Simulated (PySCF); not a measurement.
## Dipole response of Cl+ (chlorine, charge +1)

[Ne] 3s2 3p4, high-spin 3P determinant. All numbers are calculated (PySCF 2.14, the non-relativistic Hamiltonian (point nucleus), in aug-cc-pwCVQZ (10s9p7d5f3g, 134 functions)). Coupled (time-dependent) response in atomic units; α is the mean over directions.

| method | mean α (bohr³) | α xx, yy, zz | C₆ (like pair) | S(−4) |
| --- | --- | --- | --- | --- |
| TPSS | 8.753 | 8.600, 9.060, 8.600 | 41.79 | 18.55 |

S(−4) is the Cauchy moment in α(ω) = α(0) + S(−4) ω² + …

α(iu) at TPSS:

```
u (hartree)  α(iu) (bohr³)
          0          8.753
     0.0500          8.707
      0.100          8.572
      0.200          8.078
      0.300          7.383
      0.500          5.839
      0.750          4.206
       1.00          3.060
       1.50          1.762
       2.00          1.133
       3.00         0.5877
       5.00         0.2565
```

For an ion, C₆ is the dispersion term alone; charge-induced terms of lower order in 1/R come first.

The components differ because the open shell of this determinant is not spherical; for a pure term their mean is the scalar polarisability.
